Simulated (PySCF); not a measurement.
Atomic charges against the basis set

Compound: C3H7FOSi.
Z-matrix (Å and degrees, PBE0-D3(BJ)/def2-SVP geometry), rows numbered from 1:
```
C 
O   1  1.4020
C   2  1.3803  1  112.88
Si  3  1.8786  2  126.51  1   157.56
C   3  1.5162  2  120.56  1    75.75
F   5  1.3614  3  118.76  4   120.60
H   1  1.1064  2  112.01  3   -59.84
H   1  1.0984  2  107.70  3  -179.38
H   1  1.1069  2  111.57  3    61.28
H   3  1.1085  2  114.92  1   -59.64
H   4  1.4834  3  115.59  5  -110.12
H   4  1.4836  3  122.21  5    98.56
H   5  1.1014  3  112.63  4  -105.65
```

PBE0 throughout (PySCF), one geometry, spherical d and f functions. Geometry: PBE0-D3(BJ)/def2-SVP, one conformer, isolated molecule. Atoms taken as equivalent share a column and are averaged. The first 7 of 11 kinds of atom are listed.

Mulliken charges (e):

```tsv
basis	functions	C1	O2	C3	Si4	C5	F6	H7/H8/H9
STO-3G	41	-0.128	-0.214	-0.134	+0.524	-0.132	-0.104	+0.079
6-31G	72	-0.243	-0.493	-0.198	+0.580	-0.090	-0.320	+0.171
pcSseg-0	72	-0.308	-0.644	-0.361	+0.764	-0.259	-0.355	+0.223
6-31G*	102	-0.272	-0.450	-0.099	+0.299	+0.022	-0.320	+0.170
cc-pVDZ	123	+0.060	-0.295	-0.011	+0.184	+0.099	-0.215	+0.040
def2-SVP	123	+0.120	-0.365	-0.055	+0.300	+0.068	-0.244	+0.038
pcSseg-1	144	-0.042	-0.469	-0.148	+0.487	-0.002	-0.304	+0.106
aug-cc-pVDZ	205	+0.694	-0.668	+0.914	-0.529	+0.793	-0.518	-0.169
6-311+G(2d,p)	212	-0.221	-0.275	-0.260	+0.402	-0.042	-0.267	+0.141
def2-TZVP	234	-0.219	-0.265	-0.037	+0.139	+0.011	-0.211	+0.122
cc-pVTZ	282	-0.110	-0.249	-0.030	+0.138	+0.067	-0.209	+0.080
IGLO-III	289	-0.213	-0.310	-0.094	+0.687	-0.083	-0.285	+0.120
pcSseg-2	321	+0.127	-0.392	-0.011	+0.478	+0.053	-0.279	+0.028
```

IAO charges (e):

| basis | functions | C1 | O2 | C3 | Si4 | C5 | F6 | H7/H8/H9 |
| --- | --- | --- | --- | --- | --- | --- | --- | --- |
| STO-3G | 41 | -0.261 | -0.215 | -0.271 | +0.697 | -0.233 | -0.129 | +0.125 |
| 6-31G | 72 | -0.239 | -0.347 | -0.180 | +0.508 | -0.102 | -0.280 | +0.144 |
| pcSseg-0 | 72 | -0.219 | -0.344 | -0.194 | +0.514 | -0.117 | -0.265 | +0.139 |
| 6-31G* | 102 | -0.198 | -0.364 | -0.171 | +0.600 | -0.085 | -0.291 | +0.132 |
| cc-pVDZ | 123 | -0.197 | -0.360 | -0.170 | +0.592 | -0.085 | -0.293 | +0.132 |
| def2-SVP | 123 | -0.188 | -0.361 | -0.172 | +0.612 | -0.086 | -0.294 | +0.129 |
| pcSseg-1 | 144 | -0.196 | -0.369 | -0.176 | +0.624 | -0.090 | -0.303 | +0.133 |
| aug-cc-pVDZ | 205 | -0.204 | -0.374 | -0.170 | +0.601 | -0.087 | -0.309 | +0.137 |
| 6-311+G(2d,p) | 212 | -0.206 | -0.376 | -0.179 | +0.635 | -0.096 | -0.311 | +0.137 |
| def2-TZVP | 234 | -0.203 | -0.375 | -0.179 | +0.639 | -0.094 | -0.309 | +0.136 |
| cc-pVTZ | 282 | -0.205 | -0.372 | -0.176 | +0.622 | -0.091 | -0.306 | +0.136 |
| IGLO-III | 289 | -0.206 | -0.377 | -0.180 | +0.642 | -0.097 | -0.311 | +0.137 |
| pcSseg-2 | 321 | -0.204 | -0.376 | -0.179 | +0.638 | -0.094 | -0.310 | +0.137 |

Some averages cover members that differ in this geometry, most widely: H7/H8/H9, Mulliken in aug-cc-pVDZ -0.301 to -0.092; H7/H8/H9, Mulliken in cc-pVTZ +0.064 to +0.107; H7/H8/H9, IAO in 6-31G +0.132 to +0.169; H7/H8/H9, Mulliken in IGLO-III +0.106 to +0.143 e.

Problem. Which scheme is steadiest as the basis changes?

Solution. Largest range over the bases for any column: IAO 0.19 e, Mulliken 1.29 e. IAO charges move least and Mulliken charges most, counted in e. Without the minimal STO-3G basis the ranges are IAO 0.13, Mulliken 1.29 e.

Problem. How much do the charges still move between the two largest bases, IGLO-III and pcSseg-2?

Solution. At most, over all atoms: Mulliken 0.340 e, IAO 0.004 e.

Problem. What do the same runs give for the total energy, the frontier levels and the dipole moment?

Solution. 
```json
{"basis": "STO-3G", "energy (Eh)": "-575.3569", "HOMO (eV)": "-3.56", "LUMO (eV)": "5.41", "μ (D)": "0.61"}
{"basis": "6-31G", "energy (Eh)": "-582.4240", "HOMO (eV)": "-7.02", "LUMO (eV)": "0.29", "μ (D)": "0.49"}
{"basis": "pcSseg-0", "energy (Eh)": "-581.5216", "HOMO (eV)": "-7.17", "LUMO (eV)": "0.20", "μ (D)": "0.48"}
{"basis": "6-31G*", "energy (Eh)": "-582.5369", "HOMO (eV)": "-6.84", "LUMO (eV)": "0.27", "μ (D)": "0.47"}
{"basis": "cc-pVDZ", "energy (Eh)": "-582.5741", "HOMO (eV)": "-6.91", "LUMO (eV)": "0.26", "μ (D)": "0.56"}
{"basis": "def2-SVP", "energy (Eh)": "-582.2538", "HOMO (eV)": "-7.00", "LUMO (eV)": "0.26", "μ (D)": "0.54"}
{"basis": "pcSseg-1", "energy (Eh)": "-582.5254", "HOMO (eV)": "-7.08", "LUMO (eV)": "0.00", "μ (D)": "0.60"}
{"basis": "aug-cc-pVDZ", "energy (Eh)": "-582.6012", "HOMO (eV)": "-7.11", "LUMO (eV)": "-0.30", "μ (D)": "0.66"}
{"basis": "6-311+G(2d,p)", "energy (Eh)": "-582.6659", "HOMO (eV)": "-7.13", "LUMO (eV)": "-0.33", "μ (D)": "0.67"}
{"basis": "def2-TZVP", "energy (Eh)": "-582.6941", "HOMO (eV)": "-7.07", "LUMO (eV)": "-0.15", "μ (D)": "0.64"}
{"basis": "cc-pVTZ", "energy (Eh)": "-582.6837", "HOMO (eV)": "-7.04", "LUMO (eV)": "-0.02", "μ (D)": "0.61"}
{"basis": "IGLO-III", "energy (Eh)": "-582.7005", "HOMO (eV)": "-7.10", "LUMO (eV)": "-0.02", "μ (D)": "0.66"}
{"basis": "pcSseg-2", "energy (Eh)": "-582.7007", "HOMO (eV)": "-7.11", "LUMO (eV)": "-0.25", "μ (D)": "0.67"}
```

The dipole is fixed by the density alone, so its range of 0.20 D shows that the density itself changes with the basis, not only its division among atoms.
